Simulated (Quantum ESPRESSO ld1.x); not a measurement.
Values are calculated unless marked as measured or tabulated.
Problem. All-electron atom: the palladium ion Pd4+ in [Ar] 3d10 4s2 4p5.75 4d6 5s0.25 (fractional occupations, a model configuration). Level of theory: Dirac Kohn-Sham, LDA (Slater exchange, Perdew-Wang correlation), spin-unpolarised, spherical densities, point nucleus; open shells are shared between the two j in proportion to 2j + 1 (ld1.x of Quantum ESPRESSO 7.5). Some entries of the table are withheld. Estimate them.

orbital     occ.  eigenvalue (eV)  <1/r> (bohr^-1)  <r> (bohr)
1s1/2          2         -24184.4            48.19     0.03188
2s1/2          2         -3584.53            11.08      0.1381
2p1/2          2              (1)            11.06      0.1172
2p3/2          4              (2)            10.42      0.1222
3s1/2          2         -696.495            3.858      0.3796
3p1/2          2         -596.514            3.766      0.3715
3p3/2          4         -568.740            3.610      0.3824
3d3/2          4         -391.075              (3)      0.3556
3d5/2          6         -385.528              (4)      0.3590
4s1/2          2         -144.804            1.492      0.9296
4p1/2    1.91667         -113.158            1.381      0.9904
4p3/2    3.83333         -108.362            1.333       1.018
4d3/2        2.4         -59.2465            1.071       1.235
4d5/2        3.6         -58.6022            1.060       1.246
5s1/2       0.25         -42.8238           0.5951       2.209

Solution. 
(1) 2p1/2 eigenvalue (eV): -3331.43
(2) 2p3/2 eigenvalue (eV): -3172.27
(3) 3d3/2 <1/r> (bohr^-1): 3.445
(4) 3d5/2 <1/r> (bohr^-1): 3.405
